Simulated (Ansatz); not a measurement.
`C=CCCCCCCCC` + HCl → `CCCCCCCCCl` + ethylene  (substitution at a C–C bond)

Calculated with Ansatz (gas phase, PBE0-D4/def2-TZVP geometries, no zero-point term in ΔE). CCSD(T)/CBS is the MP2 limit (def2-TZVPP, def2-QZVPP) plus CCSD(T) − MP2 in def2-TZVPP, frozen cores. This one scheme is used for every species. Each species was taken in one conformer, which may not be the lowest.

`C=CCCCCCCCC`:

```xyz
30

C    -2.555    2.183    2.826
C    -1.466    2.573    2.179
C    -1.235    2.422    0.714
C    -0.015    1.563    0.393
C     0.238    1.439   -1.100
C     1.497    0.657   -1.458
C     1.541   -0.775   -0.938
C     0.400   -1.649   -1.438
C     0.516   -3.113   -1.032
C     0.419   -3.346    0.467
H    -3.387    1.721    2.303
H    -2.658    2.312    3.897
H    -0.654    3.030    2.744
H    -1.092    3.414    0.265
H    -2.125    1.991    0.243
H    -0.157    0.573    0.839
H     0.870    1.992    0.880
H    -0.635    0.979   -1.576
H     0.316    2.444   -1.532
H     1.603    0.642   -2.549
H     2.370    1.199   -1.075
H     2.492   -1.228   -1.241
H     1.551   -0.766    0.157
H    -0.557   -1.257   -1.074
H     0.359   -1.582   -2.532
H     1.465   -3.516   -1.405
H    -0.273   -3.682   -1.534
H     0.442   -4.412    0.705
H     1.243   -2.873    1.007
H    -0.514   -2.937    0.867
```

HCl:

```xyz
2

Cl   -0.004   -0.300    0.565
H     0.004    0.300   -0.565
```

`CCCCCCCCCl`:

Z-matrix (Å, degrees):
```
C
C 1 1.519
H 1 1.092 2 111.6
H 1 1.094 2 111.1 3 -120.2
H 1 1.094 2 111.1 3 120.2
C 2 1.520 1 113.0 3 180.0
H 2 1.096 1 109.6 3 57.9
H 2 1.096 1 109.6 3 -58.0
C 6 1.519 2 113.5 1 -180.0
H 6 1.097 2 109.3 1 -57.6
H 6 1.097 2 109.2 1 57.8
C 9 1.521 6 113.0 2 -179.8
H 9 1.096 6 108.9 2 -57.1
H 9 1.098 6 109.3 2 58.3
C 12 1.523 9 114.5 6 -176.3
H 12 1.096 9 108.8 6 -54.5
H 12 1.097 9 109.3 6 60.8
C 15 1.523 12 113.8 9 -64.6
H 15 1.096 12 108.9 9 173.6
H 15 1.097 12 109.2 9 58.0
C 18 1.510 15 111.3 12 -176.2
H 18 1.093 15 110.7 12 62.6
H 18 1.095 15 109.9 12 -55.1
Cl 21 1.786 18 111.8 15 -179.6
H 21 1.090 18 111.6 15 -60.5
H 21 1.090 18 111.6 15 61.2
```

`C=C`:

Cartesian coordinates in Å:
```
C 0.160 -0.125 0.629
C -0.160 0.125 -0.629
H 0.583 0.639 1.273
H 0.013 -1.105 1.070
H -0.583 -0.639 -1.273
H -0.013 1.105 -1.070
```

```tsv
species	CCSD(T)/CBS(def2) energy (Eh)
`C=CCCCCCCCC`	-392.57144
HCl	-460.38127
`CCCCCCCCCl`	-774.46239
`C=C`	-78.48111
```

(1) Work out ΔE.

Largest T1 diagnostic among the species: 0.011.

Results:

(1) ΔE = (-774.46239) + (-78.48111) − (-392.57144) − (-460.38127) = 0.00921 Eh = +24.2 kJ/mol.

In def2-TZVPP, CCSD(T) changes the Hartree–Fock value by +17.3 kJ/mol (the triples alone add +0.9 kJ/mol) and MP2 by +19.9 kJ/mol. Leaving LDA and LC-ωPBE aside and taking each functional with its dispersion term where it has one, the values, not all of them listed here, spread over 7.7 kJ/mol, from B2PLYP to B97M-V. LDA lies +15.9 kJ/mol from PBE without D4.
